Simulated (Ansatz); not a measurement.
Consider the isomerisation: `O=CNC(F)[SiH3]` → `C=C[Si](N)(O)F`.

Gas-phase electronic energies from Ansatz, PBE0-D4/def2-TZVP geometries. CCSD(T)/CBS adds triple-zeta CCSD(T) − MP2 to the extrapolated MP2 energy (def2 sets, frozen cores). DFT in def2-TZVPP. B3LYP here is the variant with VWN-RPA as its local correlation; programs differ in this. Each species was taken in one conformer, which may not be the lowest.

`O=CNC(F)[SiH3]`:

Z-matrix (Å, degrees):
```
C
F 1 1.402
Si 1 1.906 2 108.1
N 1 1.416 2 110.3 3 -123.6
H 1 1.093 2 106.7 3 120.8
H 3 1.487 1 107.8 2 -70.9
H 3 1.485 1 108.5 2 170.5
H 3 1.482 1 109.7 2 49.5
C 4 1.368 1 122.7 2 -95.7
H 4 1.007 1 119.1 2 75.2
O 9 1.203 4 125.0 1 -5.5
H 9 1.105 4 112.0 1 175.9
```

`C=C[Si](N)(O)F`:

```xyz
12

C    -0.246    0.421   -1.863
C    -0.261    1.043   -0.686
Si    0.078    0.191    0.918
N     0.941   -1.243    0.620
O    -1.252   -0.156    1.804
F     0.852    1.236    1.842
H    -0.458    0.938   -2.795
H    -0.020   -0.639   -1.942
H    -0.498    2.105   -0.669
H     1.013   -1.942    1.343
H     1.760   -1.238    0.035
H    -1.910   -0.717    1.393
```

Is it downhill or uphill in electronic energy at CCSD(T)/CBS, and by how much? (An estimate is asked.)

Computed: Downhill: ΔE = -4.76 eV.

What do these levels give: ωB97X-V, B3LYP, SCS-MP2/def2-TZVPP, CCSD(T)/def2-TZVPP, MP2/def2-QZVPP, MP2/CBS(def2)? (An estimate is asked.)

Computed: ωB97X-V -4.30, B3LYP -4.34, SCS-MP2/def2-TZVPP -4.66, CCSD(T)/def2-TZVPP -4.61, MP2/def2-QZVPP -4.87, MP2/CBS(def2) -4.92 eV.

Largest T1 diagnostic among the species: 0.015.

From PBE to PBE0 (25 % exact exchange), in def2-TZVPP and without D4, ΔE moves by −0.25 eV. The D4 term adds −0.05 eV with B3LYP and −0.02 eV with PBE0; it sums over pairs of atoms, weighted by their polarisabilities, and B3LYP, whose exchange is more repulsive, gets the larger term.
